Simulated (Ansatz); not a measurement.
Species: C5H15NOSi3, SMILES `CO[SiH2]C[SiH2]C[SiH2]CC#N` (charge 0, multiplicity 1), formula C$_{5}$H$_{15}$NOSi$_{3}$.

Q: How many basis functions does frozen-core CCSD(T)/cc-pVDZ // B3LYP-D3(BJ)/def2-SVP (Ansatz, a program for electronic structure) use, how many core orbitals are frozen, and how many electrons are correlated?

A: 227 basis functions and 22 frozen orbitals, which leaves 58 correlated electrons. Core time is of the order of minutes.
